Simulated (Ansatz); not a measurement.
`[F][SnH2][O]C(F)(F)F` → C• + 4 F• + 2 H• + O• + Sn•  (atomization)

Calculated with Ansatz (gas phase, PBE0-D4/def2-TZVP geometries, no zero-point term in ΔE). CBS: MP2 limit from def2 TZ/QZ plus the TZ coupled-cluster correction, frozen cores. This one scheme is used for every species, atoms too. Functionals use def2-TZVPP. B3LYP here is the variant with VWN-RPA as its local correlation; programs differ in this. No spin–orbit coupling; open shells (•) take unrestricted orbitals. Spin–orbit coupling would lower the free atoms: a little for C, F, O; strongly for Sn. Elements past krypton have def2 core potentials. For Sn outer-core shells are correlated without core-valence functions, so the limit isn't a true one: a few kJ/mol of doubt a bond, and 10 to 20 or more in all where bonds break to atoms. Each species was taken in one conformer, which may not be the lowest.

```csv
level,ΔE (eV)
r2SCAN-D4,33.48
PBE0-D4,33.04
B3LYP-D4,32.82
ωB97M-V,33.35
B3LYP,32.50
HF/def2-TZVPP,21.74
HF/CBS(def2),21.88
CCSD/CBS(def2),32.68
```

(1) What does CCSD(T)/CBS give? (Best estimate.)

Largest T1 diagnostic among the species: 0.013.

Results:

(1) The calculation gave: +33.48 eV. The listed levels differ from it by 0.00, -0.44, -0.66, -0.13, -0.98, -11.74, -11.60, -0.80 eV.

In def2-TZVPP, CCSD(T) changes the Hartree–Fock value by +10.57 eV (the triples alone add +0.80 eV) and MP2 by +11.95 eV; breaking electron pairs costs correlation energy, which Hartree–Fock lacks. The D4 term adds +0.32 eV with B3LYP and +0.17 eV with PBE0; it sums over pairs of atoms, weighted by their polarisabilities, and B3LYP, whose exchange is more repulsive, gets the larger term. From PBE to PBE0 (25 % exact exchange), in def2-TZVPP and without D4, ΔE moves by −1.44 eV: exact exchange takes away binding that semilocal exchange gives to molecules.

For atomizations the MP2-based limit and the directly extrapolated one differ by several kJ/mol either way, and by 10 to 25 for some Ge, Se and Sn compounds, so smaller differences from it don't rank the levels.
